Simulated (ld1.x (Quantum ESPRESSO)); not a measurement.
## lead, RRKJ: configuration errors across variants

lead (Pb), norm-conserving RRKJ (Kleinman–Bylander form), made with ld1.x (Quantum ESPRESSO) 7.5 (PBE, fully relativistic). Core [Xe] 4f14 5d10, reference 6s2 6p2. Waves: 6p (bound): rc 2.00 bohr; 6s (bound): rc 1.60 bohr. Local part: the s channel. Core correction: a·sin(br)/r model core, default radius (core density twice the valence density).

Open shells are filled in proportion to 2j + 1 (rel_dist='average').

All-electron excitation energies from the reference (eV): (1) 6s2 6p1 6.698; (2) 6s2 6p0 20.303; (3) 6s1 6p0 52.710; (4) 6s1 6p3 8.567; (5) 6s2 6p2.3 -0.832; (6) 6s1 6p2 16.050; (7) 6s0 6p4 17.479.

The default core radius of the base comes out at 1.90 bohr.

Tests that are not counted but printed errors over 1 eV. “type TM; local potential all-electron potential smoothed inside 1.35 bohr (lloc = -2)”: 6s1 6p2 (solver errors, printed error -6.5 eV); 6s0 6p4 (solver errors, printed error -46.6 eV).

5 further variants failed, have other tests or another functional or relativity, and are left out.

A true bound ghost makes a file unfit for plane-wave use even where its test errors are small: the radial tests pick states by their node count and pass the ghost by. Where a test does run into it, the solver fails or the error is huge.

Errors AE − PS in meV (a dash: test not solved or not reliable):

| change | (1) | (2) | (3) | (4) | (5) | (6) | (7) | bound ghosts |
| --- | --- | --- | --- | --- | --- | --- | --- | --- |
| base | -16 | -117 | -613 | -36 | -0.5 | -85 | -145 | none |
| core correction none | +13 | +96 | +187 | +22 | +0.5 | -1.0 | +119 | none |
| wave 6s (bound): rc 1.60 bohr becomes 6s (bound): rc 2.38 bohr | -16 | -118 | -622 | -36 | -0.5 | -85 | -144 | none |
| type TM; local potential all-electron potential smoothed inside 1.35 bohr (lloc = -2) | -26 | -127 | -655 | -57 | -1.8 | – | – | s, d, p3/2 |

Task: Give the same row for: core correction a·sin(br)/r model core inside 1.04 bohr.

Result: -16, -116, -609, -36, -0.5, -84, -148; bound ghosts: none.
